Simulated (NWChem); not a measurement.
System meant: BP2H5; SMILES PBP

Input file for NWChem:

```
start job
memory heap 200 mb stack 900 mb global 1100 mb
geometry units angstroms noautoz
  B     -0.719086     0.048941     0.000000
  H     -1.928038    -0.088982     0.000000
  P      0.149962    -0.106532    -1.667571
  H     -0.688058     0.722452    -2.480187
  H      1.263411     0.787650    -1.541603
  P      0.149962    -0.106532     1.667571
  H      1.263411     0.787650     1.541603
  H     -0.688058     0.722452     2.480187
end
basis spherical
  B library def2-svp
  H library def2-svp
  P library def2-svp
end
dft
  odft
  mult 2
  xc xpbe96 cpbe96
  iterations 150
  mulliken
end
task dft energy
```

End of the output:

```
 ==============================================================================
                                 internuclear angles
 ------------------------------------------------------------------------------
        center 1       |       center 2       |       center 3       |  degrees
 ------------------------------------------------------------------------------
    2 H                |   1 B                |   3 P                |   116.63
    2 H                |   1 B                |   6 P                |   116.63
    3 P                |   1 B                |   6 P                |   124.20
    1 B                |   3 P                |   4 H                |   100.62
    1 B                |   3 P                |   5 H                |   103.22
    4 H                |   3 P                |   5 H                |    98.24
    1 B                |   6 P                |   7 H                |   103.22
    1 B                |   6 P                |   8 H                |   100.62
    7 H                |   6 P                |   8 H                |    98.24
 ------------------------------------------------------------------------------
                            number of included internuclear angles:          9
 ==============================================================================

 Summary of "ao basis" -> "" (spherical)
 ------------------------------------------------------------------------------
       Tag                 Description            Shells   Functions and Types
 ---------------- ------------------------------  ------  ---------------------
 B                          def2-svp                 6       14   3s2p1d
 H                          def2-svp                 3        5   2s1p
 P                          def2-svp                 8       18   4s3p1d

  pbe96 is a nonlocal functional; adding pw91lda local functional.

                                 NWChem DFT Module
                                 -----------------

 Summary of "ao basis" -> "ao basis" (spherical)
 ------------------------------------------------------------------------------
       Tag                 Description            Shells   Functions and Types
 ---------------- ------------------------------  ------  ---------------------
 B                          def2-svp                 6       14   3s2p1d
 H                          def2-svp                 3        5   2s1p
 P                          def2-svp                 8       18   4s3p1d

      Symmetry analysis of basis
      --------------------------

        a'         42
        a"         33

  number of electrons :                   40
  multiplicity        :                    2
 ------------------------------------------------------------------------
  no. of electrons and multiplicity not compatible                  40
 ------------------------------------------------------------------------
 ------------------------------------------------------------------------
  current input line :
    25: task dft energy
 ------------------------------------------------------------------------
 ------------------------------------------------------------------------
 There is an error in the input file
 ------------------------------------------------------------------------
 For more information see the NWChem manual at https://nwchemgit.github.io

0: no. of electrons and multiplicity not compatible:Received an Error in Communication
```

Problem. What is wrong, and how is it mended?

Solution. The input was rejected before any calculation. Cause: the multiplicity doesn't fit the number of electrons (an even count wants an odd multiplicity, and the reverse). This input runs:
```
start job
memory heap 200 mb stack 900 mb global 1100 mb
geometry units angstroms noautoz
  B     -0.719086     0.048941     0.000000
  H     -1.928038    -0.088982     0.000000
  P      0.149962    -0.106532    -1.667571
  H     -0.688058     0.722452    -2.480187
  H      1.263411     0.787650    -1.541603
  P      0.149962    -0.106532     1.667571
  H      1.263411     0.787650     1.541603
  H     -0.688058     0.722452     2.480187
end
basis spherical
  * library def2-svp
end
dft
  xc xpbe96 cpbe96
  iterations 150
  mulliken
end
task dft energy
```
It converges to -709.93745 Ha (PBE/def2-SVP).
